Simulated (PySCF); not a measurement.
Computed with B3LYP-D3(BJ)/def2-TZVP run with PySCF 2.14.0. All species are isolated molecules in the gas phase. B3LYP has the VWN-RPA correlation part, as in Gaussian. 

Reference species (SMILES): `[In]([F])([F])[F]` (neutral, multiplicity 1).

```json
{
 "dipole_moment": "0.00 D"
}
```

Changed species: `[F][InH][F]` (whole molecule; the reference has whole molecule).

Q: Give the shifts of the dipole moment.

A: the dipole moment rises by 3.60 D, to 3.60 D.
